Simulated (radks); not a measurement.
Values are calculated unless marked as measured or tabulated.
All-electron atom: P in [He] 2s2 2p5 3s2 3p3 3d1 (not the ground configuration).

Level of theory: Dirac Kohn-Sham, RPBE, spin-unpolarised, spherical densities, finite nucleus; open shells fill j = l - 1/2 first; Fermi nuclear charge, rms radius 3.1889 fm (a radial shooting solver on a logarithmic mesh with Libxc functionals).

Energy parts (hartree):
total: -336.97205
kinetic: 338.27959
electron-nucleus: -794.87936
Hartree: 141.70306
exchange-correlation: -22.07534

Orbitals (lengths in bohr, moments of r in powers of bohr; r(max) is where P^2 peaks):
orbital	occ.	eigenvalue (hartree)	r(max)	small-component weight
1s1/2	2	-78.02613	0.06761	2.84e-03
2s1/2	2	-7.34879	0.4130	4.40e-04
2p1/2	2	-5.60080	0.3457	4.19e-04
2p3/2	3	-5.56458	0.3473	4.17e-04
3s1/2	2	-0.78836	1.457	7.16e-05
3p1/2	2	-0.43089	1.603	5.55e-05
3p3/2	1	-0.42794	1.608	5.52e-05
3d3/2	1	-0.02121	3.573	7.30e-06
3d5/2	0	-0.02119	3.597	7.28e-06

The highest occupied level is 3d3/2 at -0.577 eV. The electron density at the nucleus is 2405 e/bohr^3. Summed over all electrons, <r^2> = 93.97 bohr^2, which gives a Langevin (diamagnetic) susceptibility term of -74.4 x 10^-6 cm^3/mol. The density falls to 0.001 e/bohr^3 at r = 4.08 bohr.
